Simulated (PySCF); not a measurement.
C₂H₃ (SMILES [CH-]=C), charge -1, singlet, geometry from GFN2-xTB (in this run its highest filled SCF level lies above zero, so its values depend strongly on the basis, on diffuse functions most of all), with bond 3-1 at 1.3 times its length; PySCF with TPSS/def2-SVP.

PySCF was given this input:
```python
from pyscf import gto, scf, dft

mol = gto.M(
    atom='''
C     0.00856514    0.13575372    0.76152728
C    -0.00697222    0.01624273   -0.56463432
H     0.02352860   -1.23363422    1.39142568
H    -0.01955300    0.91982196   -1.20226169
H    -0.01007999   -0.91417901   -1.22516056
''',
    basis='def2-svp',
    charge=-1,
    verbose=4,
)

mf = dft.RKS(mol)
mf.xc = 'tpss'
mf.diis_space = 4
mf.kernel()
mf.analyze()
```

It wrote (shortened):

```
PySCF version 2.14.0

[INPUT] verbose = 4
[INPUT] num. atoms = 5
[INPUT] num. electrons = 16
[INPUT] charge = -1
[INPUT] spin (= nelec alpha-beta = 2S) = 0
[INPUT] symmetry False subgroup None
[INPUT] Mole.unit = angstrom
[INPUT] Symbol           X                Y                Z      unit          X                Y                Z       unit  Magmom
[INPUT]  1 C      0.008565140000   0.135753720000   0.761527280000 AA    0.016185768819   0.256537351191   1.439077995585 Bohr   0.0
[INPUT]  2 C     -0.006972220000   0.016242730000  -0.564634320000 AA   -0.013175586280   0.030694311215  -1.067004225330 Bohr   0.0
[INPUT]  3 H      0.023528600000  -1.233634220000   1.391425680000 AA    0.044462610094  -2.331230813691   2.629413457887 Bohr   0.0
[INPUT]  4 H     -0.019553000000   0.919821960000  -1.202261690000 AA   -0.036949814914   1.738211587761  -2.271945324157 Bohr   0.0
[INPUT]  5 H     -0.010079990000  -0.914179010000  -1.225160560000 AA   -0.019048420438  -1.727547957726  -2.315217917019 Bohr   0.0

nuclear repulsion = 26.9940847203979
number of shells = 21
number of NR pGTOs = 69
number of NR cGTOs = 43
basis = def2-svp
ecp = {}

******** <class 'pyscf.dft.rks.RKS'> ********
method = RKS
initial guess = minao
damping factor = 0
level_shift factor = 0
DIIS = <class 'pyscf.scf.diis.CDIIS'>
diis_start_cycle = 1
diis_space = 4
diis_damp = 0
SCF conv_tol = 1e-09
SCF conv_tol_grad = None
SCF max_cycles = 50
direct_scf = True
direct_scf_tol = 1e-13
XC library pyscf.dft.libxc version 7.1.2
    S. Lehtola, C. Steigemann, M. J. T. Oliveira, and M. A. L. Marques,  SoftwareX 7, 1–5 (2018)
XC functionals = tpss
    J. Tao, J. P. Perdew, V. N. Staroverov, and G. E. Scuseria,  Phys. Rev. Lett. 91, 146401 (2003)
    J. P. Perdew, J. Tao, V. N. Staroverov, and G. E. Scuseria,  J. Chem. Phys. 120, 6898 (2004)
    J. Tao, J. P. Perdew, V. N. Staroverov, and G. E. Scuseria,  Phys. Rev. Lett. 91, 146401 (2003)
    J. P. Perdew, J. Tao, V. N. Staroverov, and G. E. Scuseria,  J. Chem. Phys. 120, 6898 (2004)
radial grids:
    Treutler-Ahlrichs [JCP 102, 346 (1995); DOI:10.1063/1.469408] (M4) radial grids

becke partition: Becke, JCP 88, 2547 (1988); DOI:10.1063/1.454033
pruning grids: <function nwchem_prune>
grids dens level: 3
symmetrized grids: False
atomic radii adjust function: <function treutler_atomic_radii_adjust>
small_rho_cutoff = 0
Set gradient conv threshold to 3.16228e-05
Initial guess from minao.
tot grids = 57664
init E= -77.6954325583808
  HOMO = -0.232668944650416  LUMO = -0.0688135261060361  gap/eV = 4.45873
cycle= 1 E= -77.7316420403119  delta_E= -0.0362  |g|= 0.533  |ddm|=  2.2
  HOMO = 0.221665106867574  LUMO = 0.302615555156735  gap/eV = 2.20277
cycle= 2 E= -77.5468459817345  delta_E= 0.185  |g|= 0.881  |ddm|= 4.04
  HOMO = 0.0899246588292932  LUMO = 0.246060666500846  gap/eV = 4.24868
cycle= 3 E= -77.8274573343688  delta_E= -0.281  |g|= 0.127  |ddm|= 3.15
  HOMO = 0.0965808456014448  LUMO = 0.243476867812543  gap/eV = 3.99724
cycle= 4 E= -77.830250582448  delta_E= -0.00279  |g|= 0.0862  |ddm|= 0.252
  HOMO = 0.0912494738461587  LUMO = 0.239886773474471  gap/eV = 4.04463
cycle= 5 E= -77.8322913393128  delta_E= -0.00204  |g|= 0.0138  |ddm|= 0.127
  HOMO = 0.0920823556048562  LUMO = 0.241324020238712  gap/eV = 4.06107
cycle= 6 E= -77.832381210154  delta_E= -8.99e-05  |g|= 0.00203  |ddm|= 0.0435
  HOMO = 0.0920227865315142  LUMO = 0.241271840989572  gap/eV = 4.06127
cycle= 7 E= -77.8323829077883  delta_E= -1.7e-06  |g|= 0.000225  |ddm|= 0.00596
  HOMO = 0.0919585727195216  LUMO = 0.241236456749621  gap/eV = 4.06206
cycle= 8 E= -77.8323829100669  delta_E= -2.28e-09  |g|= 0.000239  |ddm|= 0.000856
  HOMO = 0.0919915193279941  LUMO = 0.241257642253518  gap/eV = 4.06174
cycle= 9 E= -77.8323829297143  delta_E= -1.96e-08  |g|= 6.01e-05  |ddm|= 0.000485
  HOMO = 0.0919895243447888  LUMO = 0.24125292395873  gap/eV = 4.06166
cycle= 10 E= -77.8323829305892  delta_E= -8.75e-10  |g|= 2.15e-05  |ddm|= 9.35e-05
  HOMO = 0.0919849724914092  LUMO = 0.241252537209799  gap/eV = 4.06178
Extra cycle  E= -77.8323829300496  delta_E= 5.4e-10  |g|= 4.72e-05  |ddm|= 9.87e-05
converged SCF energy = -77.8323829300496
**** SCF Summaries ****
Total Energy =                         -77.832382930049562
Nuclear Repulsion Energy =              26.994084720397865
One-electron Energy =                 -160.992027848470514
Two-electron Energy =                   56.165560198023080
Two-electron Coulomb Energy =           68.192132216857630
DFT Exchange-Correlation Energy =      -12.026572018834548
HOMO-LUMO gap [eV] =                     4.061777323817439
**** MO energy ****
MO #1   energy= -9.75149484791646  occ= 2
MO #2   energy= -9.73457366224383  occ= 2
MO #3   energy= -0.415845443725238 occ= 2
MO #4   energy= -0.226596380994545 occ= 2
MO #5   energy= -0.140274134666553 occ= 2
MO #6   energy= -0.0408923760817625 occ= 2
MO #7   energy= 0.0180482457171709 occ= 2
MO #8   energy= 0.0919849724914092 occ= 2
MO #9   energy= 0.241252537209799  occ= 0
MO #10  energy= 0.250299029810182  occ= 0
MO #11  energy= 0.274105413236408  occ= 0
MO #12  energy= 0.343180224431032  occ= 0
MO #13  energy= 0.542323251965421  occ= 0
MO #14  energy= 0.633199437175001  occ= 0
MO #15  energy= 0.682486166751646  occ= 0
MO #16  energy= 0.699462432901534  occ= 0
 ** Mulliken pop on meta-lowdin orthogonal AOs  **
 ** Mulliken pop  **
 ** Mulliken atomic charges  **
charge of    0C =     -0.49721
charge of    1C =     -0.33049
charge of    2H =     -0.18533
charge of    3H =      0.02444
charge of    4H =     -0.01141

WARN: System has nonzero charge -1; the dipole moment is origin-dependent.
Location of origin: [0. 0. 0.]

Dipole moment(X, Y, Z, Debye): -0.03987,  0.08714, -3.23148
```
